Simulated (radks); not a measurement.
Results of a calculation; reference values are marked as such.
Tm XX, configuration [Kr] 4d10 4f3 7f1 (not the ground configuration). Code: a radial shooting solver on a logarithmic mesh with Libxc functionals. Model: scalar-relativistic Kohn-Sham, PBE, spin-polarised, spherical densities, finite nucleus; open shells are filled with parallel spins first (spin-orbit coupling, left out, can overturn this in heavy ions); Fermi nuclear charge, rms radius 5.2256 fm. Some entries of the table are withheld. Estimate them.

| orbital | occ. | eigenvalue (eV) | <r> (bohr) |
|---|---|---|---|
| 1s down | 1 | -59809.31 | 0.02001 |
| 1s up | 1 | -59809.30 | 0.02001 |
| 2s up | 1 | -10537.21 | 0.08490 |
| 2s down | 1 | -10537.14 | 0.08490 |
| 2p up | 3 | -9367.008 | 0.07543 |
| 2p down | 3 | -9366.965 | 0.07543 |
| 3s up | 1 | -2789.759 | 0.2208 |
| 3s down | 1 | -2787.196 | 0.2207 |
| 3p up | 3 | -2435.207 | 0.2201 |
| 3p down | 3 | -2432.653 | 0.2199 |
| 3d up | 5 | -1997.168 | 0.1997 |
| 3d down | 5 | -1995.224 | 0.1995 |
| 4s up | 1 | -954.0536 | 0.4813 |
| 4s down | 1 | -949.5743 | 0.4816 |
| 4p up | 3 | -832.4763 | 0.5035 |
| 4p down | 3 | -828.1366 | 0.5039 |
| 4d up | 5 | -671.5604 | 0.5229 |
| 4d down | 5 | -667.2830 | 0.5236 |
| 4f up | 3 | (1) | 0.5288 |
| 4f down | 0 | (2) | 0.5305 |
| 7f up | 1 | -129.0880 | (3) |

Answer. 
(1) 4f up eigenvalue (eV): -493.5355
(2) 4f down eigenvalue (eV): -488.9920
(3) 7f up <r> (bohr): 2.816
